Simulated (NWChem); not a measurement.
Species: Si2NH7O; SMILES N[Si@H](O)[SiH3]

```xyz
11

N     -1.4127     1.2448    -0.3014
Si     0.0239     0.5781     0.3634
O      1.3915     1.2528    -0.3338
Si     0.0139    -1.7363    -0.0494
H     -1.7315     2.1596    -0.0010
H     -1.6472     1.0815    -1.2742
H     -0.0105     0.8746     1.8299
H      2.2361     0.8483    -0.1129
H     -0.2613    -1.9973    -1.4990
H     -1.0278    -2.4408     0.7613
H      1.3439    -2.3491     0.2722
```
Atoms are numbered in this order, from 1.

Results from NWChem. Coordinates come from a PBE0/def2-SVP optimisation. Level: M06-2X/def2-SVP with SMD (1 M gas to 1 M solution), gas-phase geometry. Reactions with the solvent are ignored.

**Question.** What does the run give for solvent chlorobenzene? Quantities: solvation free energy (kcal/mol); cavity-dispersion-structure term (kcal/mol); dipole in solution (D).

**Answer.** 
| Property | Result |
|---|---|
| solvation free energy (kcal/mol) | -4.0 |
| cavity-dispersion-structure term (kcal/mol) | 0.4 |
| dipole in solution (D) | 0.78 |
